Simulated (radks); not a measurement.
Question: Radial electron density D(r) = 4 pi r^2 rho(r) of an atom or ion with 61 electrons. Calculated with a radial shooting solver on a logarithmic mesh with Libxc functionals: scalar-relativistic Kohn-Sham, LDA (Slater exchange, VWN5 correlation), spin-polarised, spherical densities, point nucleus.

r (bohr),D(r) (e/bohr),spin D(r)
0.001409,7.624,0.000935
0.001641,9.666,0.00118
0.00191,12.19,0.00148
0.002224,15.29,0.00185
0.002568,18.84,0.00227
0.00299,23.30,0.00278
0.00348,28.55,0.00337
0.004052,34.63,0.00403
0.004717,41.49,0.00475
0.005491,49.01,0.00548
0.006342,56.55,0.00614
0.007383,64.58,0.00674
0.008595,72.20,0.00714
0.01001,78.82,0.00723
0.01165,83.77,0.00690
0.01345,86.43,0.00616
0.01566,86.81,0.00494
0.01823,84.90,0.00344
0.02122,81.53,0.00204
0.02471,78.21,0.00128
0.02853,76.86,0.00174
0.03322,79.04,0.00395
0.03867,85.75,0.00789
0.04502,96.07,0.0126
0.05241,107.1,0.0161
0.06053,114.3,0.0163
0.07047,115.1,0.0128
0.08203,108.2,0.00997
0.0955,97.16,0.0207
0.1112,88.55,0.0682
0.1294,87.89,0.186
0.1495,94.36,0.402
0.174,101.7,0.793
0.2026,100.1,1.42
0.2358,85.48,2.36
0.2745,64.07,3.68
0.3171,48.34,5.23
0.3691,43.73,6.98
0.4297,48.27,8.47
0.5003,52.00,9.27
0.5824,47.93,9.20
0.6726,37.89,8.43
0.783,26.37,7.15
0.9115,18.26,5.67
1.061,13.88,4.15
1.235,11.19,2.72
1.427,8.628,1.58
1.661,5.682,0.739
1.934,3.098,0.284
2.251,1.389,0.125
2.621,0.5455,0.108
3.051,0.2273,0.114
3.523,0.1201,0.0968
4.102,0.06297,0.0599
4.775,0.02672,0.0265
5.559,0.008107,0.00809
6.471,0.001649,0.00165
7.474,0.0002399,0.000240

What is the nuclear charge?

Answer: Z = 65. The innermost maximum, from 1s, lies near gamma/Z bohr with gamma = sqrt(1 - (Z/c)^2) = 0.880, here 0.0135 bohr (found: 0.0148), and its height grows with Z. The density is that of the terbium ion Tb4+ in [Kr] 4d10 4f7 5s1.75 5p6 6p0.25; the configuration itself is not fixed sharply by these data, and Z only to a few units. D(r) has 4 maxima, at r = 0.0148, 0.0661, 0.184, 0.504 bohr, and minima at 0.0285, 0.121, 0.363 bohr, inside which lie 1.94, 11.15, 29.43 electrons.
